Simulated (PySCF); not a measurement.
**Polarisability and C₆ of Mn(3+) (manganese, charge +3)**

[Ar] 3d4, high-spin 5D determinant. Computed with PySCF 2.14 in aug-cc-pwCVTZ (10s9p7d4f3g, 127 functions), with no relativity, point nucleus. Coupled (time-dependent) response in atomic units; α is the mean over directions.

```
method  mean α (bohr³)         α xx, yy, zz  C₆ (like pair)  S(−4)
 B97-3           1.935  1.860, 1.860, 2.084           4.833  1.211
```

S(−4) is the Cauchy moment in α(ω) = α(0) + S(−4) ω² + …

α(iu) at B97-3:

| u (hartree) | α(iu) (bohr³) |
| --- | --- |
| 0 | 1.935 |
| 0.0500 | 1.932 |
| 0.100 | 1.923 |
| 0.200 | 1.888 |
| 0.300 | 1.837 |
| 0.500 | 1.702 |
| 0.750 | 1.518 |
| 1.00 | 1.346 |
| 1.50 | 1.060 |
| 2.00 | 0.8443 |
| 3.00 | 0.5590 |
| 5.00 | 0.2894 |

A single London oscillator, α(iu) = α/(1 + u²/ω²), gives C₆ = (3/4) ω α². Matching the computed C₆ needs ω = 4 × 4.833 / (3 × 1.935²) = 1.72 hartree.

For an ion, C₆ is the dispersion term alone; charge-induced terms of lower order in 1/R come first.

The components differ because the open shell of this determinant is not spherical; for a pure term their mean is the scalar polarisability.
